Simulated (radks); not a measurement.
Results of a calculation; reference values are marked as such.
Ionisation of Tm+, [Xe] 4f13 6s1, to Tm2+, [Xe] 4f13, under several functionals. Scalar-relativistic Kohn-Sham, spin-polarised, spherical densities, finite nucleus; open shells are filled with parallel spins first (spin-orbit coupling, left out, can overturn this in heavy ions); a radial shooting solver on a logarithmic mesh with Libxc functionals.

functional	E(Tm+) (hartree)	Exc (hartree)	IE (eV)	-e(HOMO) (eV)	<r> HOMO (bohr)	IE error (eV)
Wu-Cohen GGA	-13564.7410	-283.9434	12.231	9.341	0.8064	+0.166
XLYP	-13567.5063	-286.6926	12.446	9.175	0.8111	+0.381
exchange-only B88	-13563.0111	-282.1593	11.899	8.128	0.8093	-0.166
BLYP	-13566.6582	-285.8433	12.394	9.143	0.8104	+0.329
r2SCAN	-13567.1841	-285.4881	12.033	8.999	0.8068	-0.032
TASK exchange with Perdew-Wang LDA correlation	-13565.1510	-283.0937	11.111	8.512	0.7968	-0.954
OLYP	-13570.7553	-290.1826	12.032	9.192	3.595	-0.033

NIST Atomic Spectra Database: 12.07 eV (semi-empirical). Closest: r2SCAN. The Delta-SCF values span 1.33 eV, the total energies 7.74 hartree. The highest occupied level is 4f. Open shells are spherical and high-spin; term and fine-structure splittings are not resolved. Spin-orbit splitting is averaged out at the scalar-relativistic level.
